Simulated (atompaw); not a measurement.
**What the settings do to the PAW (atompaw) potential of lanthanum (La)**

Base potential:

La (Z = 57), PAW, made with atompaw 4.2.0.5 (LDA (PW92), scalar-relativistic). Core [Kr], reference 4d10 4f0 5s2 5p6 5d0 6s0 6p0 (charge +3). Waves: 5s (bound): rc 1.95 bohr; 6s (bound, empty): rc 2.20 bohr; 5p (bound): rc 2.20 bohr; 6p (bound, empty): rc 0.65 bohr; 4d (bound): rc 1.35 bohr; 5d (bound, empty): rc 2.20 bohr; 4f (bound, empty): rc 1.35 bohr; 4f channel at 3.25 Ry: rc 1.35 bohr. Local part: bessel scheme, radius 1.50 bohr. Core correction: smooth core density matched at 1.10 bohr. Augmentation charge: sinc compensation charge, radius 1.65 bohr; PAW radius 2.20 bohr; waves and projectors: custom rrkj gramschmidtortho.

All-electron outer shells of the reference configuration (LDA (PW92), scalar-relativistic, ld1.x):

| shell | level (eV) | outermost node (bohr) | outermost maximum (bohr) |
| --- | --- | --- | --- |
| 4s | -289.23 | 0.34 | 0.61 |
| 4p | -223.04 | 0.34 | 0.63 |
| 4d | -127.24 | 0.32 | 0.68 |
| 5s | -61.91 | 0.77 | 1.39 |
| 5p | -44.92 | 0.83 | 1.58 |
| 4f | -27.65 | – | 0.75 |
| 5d | -23.48 | 0.94 | 2.05 |
| 6s | -20.33 | 1.80 | 3.18 |
| 6p | -15.74 | 2.06 | 3.69 |

Cutoffs, loose and tight: the cutoffs (Ry, on a coarse ladder) from which the occupation-weighted sum of valence levels, in a spherical-Bessel basis at the reference potential, stays within 10 and 1 mRy of its value at 400 Ry. They see the waves, projectors and local potential, not the compensation charge or the core. A dash means not determined.

A true bound ghost makes a file unfit for plane-wave use even where its test errors are small: the radial tests pick states by their node count and pass the ghost by.

| change | outcome | cutoff, loose | cutoff, tight | bound ghosts |
| --- | --- | --- | --- | --- |
| base | generated | 90 Ry | 140 Ry | p |
| augmentation sinc compensation charge, radius 1.14 bohr; PAW radius 2.20 bohr; waves and projectors: custom rrkj gramschmidtortho | generated | 90 Ry | 140 Ry | p |
| wave 4f channel at 3.25 Ry: rc 1.35 bohr becomes 4f channel at 1.15 Ry: rc 1.35 bohr | generated | 90 Ry | 140 Ry | p |
| core correction smooth core density matched at 1.12 bohr | generated | 90 Ry | 140 Ry | p |
| local potential ultrasoft scheme with l = 4 at 0.5 Ry, radius 1.50 bohr | failed: atompaw: The overlap operator has at least one negative eigenvalue! | – | – | – |
| functional PBEsol | generated | 90 Ry | 140 Ry | p |
| reference 4d10 4f0 5s2 5p6 5d1 6s1 6p1 | failed: atompaw: The overlap operator has at least one negative eigenvalue! | – | – | – |
| all radii scaled by about 1.13 (s 2.20, p 2.48, d 1.52, f 1.52 bohr); local potential bessel scheme, radius 1.70 bohr; augmentation sinc compensation charge, radius 1.86 bohr; PAW radius 2.48 bohr; waves and projectors: custom rrkj gramschmidtortho; core correction smooth core density matched at 1.24 bohr | failed: atompaw: The overlap operator has at least one negative eigenvalue! | – | – | – |
| local potential bessel scheme, radius 1.18 bohr | generated | 90 Ry | 140 Ry | p |
| core [Kr] 4d10 5s2, valence charge 9; reference 4f0 5p6 5d1 6s1 6p0; waves now 6s (bound): rc 3.00 bohr; 6s channel at 0.9 Ry: rc 2.85 bohr; 5p (bound): rc 3.00 bohr; 6p (bound): rc 2.90 bohr; 5d (bound): rc 3.00 bohr; 5d channel at -0.25 Ry: rc 3.00 bohr; 4f (bound): rc 1.70 bohr; 4f channel at 0.7 Ry: rc 1.70 bohr; local potential bessel scheme, radius 2.50 bohr; core correction smooth core density matched at 1.60 bohr; augmentation sinc compensation charge, radius 2.30 bohr; PAW radius 3.00 bohr; waves and projectors: custom rrkj gramschmidtortho | generated | 10 Ry | 15 Ry | s |
| wave 5p (bound): rc 2.20 bohr becomes 5p (bound): rc 1.14 bohr | failed: atompaw: The overlap operator has at least one negative eigenvalue! | – | – | – |
| wave 5d (bound): rc 2.20 bohr becomes 5d (bound): rc 1.80 bohr | generated | 90 Ry | 140 Ry | p |
| local potential bessel scheme, radius 2.12 bohr | failed: atompaw: The overlap operator has at least one negative eigenvalue! | – | – | – |
